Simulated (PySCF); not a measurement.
Si(Me)(OH)2(OiPr), SMILES CC(C)O[Si](C)(O)O, singlet at its GFN2-xTB optimised geometry (Å):

```
20

C     -1.5482    -2.1247     0.9717
C     -1.4145    -0.7745     1.6665
C     -1.4525    -0.9143     3.1849
O     -0.1821    -0.1786     1.3153
Si     0.2140     0.6734     0.0000
C      2.1056     0.6734     0.0000
O     -0.3917     2.2015     0.0000
O     -0.4430     0.0028    -1.3324
H     -2.5071    -2.5785     1.2069
H     -0.7480    -2.7846     1.2968
H     -1.4672    -1.9826    -0.1018
H     -2.2329    -0.1195     1.3383
H     -1.3523     0.0613     3.6535
H     -0.6291    -1.5425     3.5145
H     -2.3921    -1.3626     3.4961
H      2.4875     1.4099    -0.6997
H      2.5071     0.9080     0.9795
H      2.5006    -0.2932    -0.2904
H     -0.1860     2.7846     0.7246
H     -0.5120     0.5331    -2.1219
```

Calculation: CAM-B3LYP/def2-SVP (PySCF 2.14.0). Cells within 0.4 Å of a nucleus heavier than hydrogen are left out (blank, or x).

Map of the Laplacian of the electron density (e/bohr⁵), clipped to [-1.50, 1.50] on the plane z = 0.0 Å:

```
|55555555555555555555555555555|
|55555555555555555555555555555|
|55555555555555555555555555555|
|55555555555555555555555555555|
|55555555555555555555555555555|
|55555555555555555555555555555|
|55555555555566655555555555555|
|5555555555562x565555555555555|
|555555555556xxx65555555555555|
|55555555555650455555555555555|
|55555555555565665555555555555|
|55555555555557999444x45555555|
|55555555555559xx943xxx5555555|
|55555555555558xx9444x35555555|
|55555555555555775555335555555|
|55555555555555555555435555555|
|55555555555555555555555555555|
|55555555555555555555555555555|
|55555555555555555555555555555|
|55555555542555555555555555555|
|55555555530455555555555555555|
|55555555555555555555555555555|
|55555555555555555555555555555|
|55555555555555555555555555555|
|55555555555555555555555555555|
|55555555555555555555555555555|
|55555555555555555555555555555|
|55555555555555555555555555555|
|55555555555555555555555555555|
```
Scale: ten equal steps from -1.50 (start of '0') to 1.50 (end of '9'), in the order '0123456789'; x runs from -5.00 to 5.00, y from -5.00 (bottom) to 5.00 (top).
